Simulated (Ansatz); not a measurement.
Geometry optimisation, RKS B3LYP-D4/def2-SVP in Ansatz.

Input:

```yaml
crystal:
  periodic: [false, false, false]
  atoms:
    - { symbol: C, position_ang: [-0.3291, -1.2395, -1.7044] }
    - { symbol: Si, position_ang: [0.0178, -0.5709, -0.0075] }
    - { symbol: C, position_ang: [1.8221, -0.3041, 0.1643] }
    - { symbol: C, position_ang: [-0.8595, 1.0275, 0.3329] }
    - { symbol: "N", position_ang: [-0.6954, 1.4769, 1.6845] }
    - { symbol: H, position_ang: [-0.0795, -0.4522, -2.4794] }
    - { symbol: H, position_ang: [0.1736, -2.131, -1.9153] }
    - { symbol: H, position_ang: [-1.4125, -1.3597, -1.83] }
    - { symbol: H, position_ang: [-0.4102, -1.5828, 1.0164] }
    - { symbol: H, position_ang: [2.1074, 0.0206, 1.2159] }
    - { symbol: H, position_ang: [2.3929, -1.2308, -0.0019] }
    - { symbol: H, position_ang: [2.2325, 0.4654, -0.5026] }
    - { symbol: H, position_ang: [-0.6658, 1.8185, -0.3844] }
    - { symbol: H, position_ang: [-2.0306, 0.8583, 0.2062] }
    - { symbol: H, position_ang: [-1.2149, 2.3349, 1.8611] }
    - { symbol: H, position_ang: [-1.0719, 0.8462, 2.3886] }
basis:
  gaussian: { orbitals: def2-SVP }
hamiltonian:
  xc: b3lyp
  dispersion: d4
relax:
  f_tol: 0.015
  max_steps: 40
```

Run as:

```bash
$ ansatz run input.yaml --threads 2 --pin off --max-ram 3072MiB --backend cpu --events-out ev --progress --plain --runs-dir out
```

Q: Where does it end, and by what steps?

A: The forces met the threshold. After 5 steps the energy has fallen by 0.452 eV; H10 moved furthest, 0.21 Å.

| step | energy less start (eV) | largest force component (eV/Å) | accepted |
| --- | --- | --- | --- |
| 0 | 0.0000 | 3.891 | yes |
| 1 | -0.3894 | 1.076 | yes |
| 2 | -0.4454 | 0.172 | yes |
| 3 | -0.4502 | 0.062 | yes |
| 4 | -0.4515 | 0.026 | yes |
| 5 | -0.4518 | 0.014 | yes |

```xyz
16
Properties=species:S:1:pos:R:3
C -0.389 -1.211 -1.745
Si 0.015 -0.591 -0.008
C 1.858 -0.270 0.207
C -0.941 1.011 0.358
N -0.672 1.458 1.728
H -0.089 -0.473 -2.507
H 0.142 -2.152 -1.963
H -1.469 -1.400 -1.864
H -0.427 -1.617 0.993
H 2.032 0.212 1.183
H 2.451 -1.198 0.160
H 2.228 0.413 -0.576
H -0.558 1.774 -0.346
H -2.018 0.884 0.104
H -1.130 2.348 1.922
H -1.055 0.790 2.398
```

Time of the run: 22 s on 2 threads of Intel(R) Xeon(R) CPU @ 2.80GHz (Skylake/Cascade Lake), with other jobs on the host, peak memory 0.33 GiB.
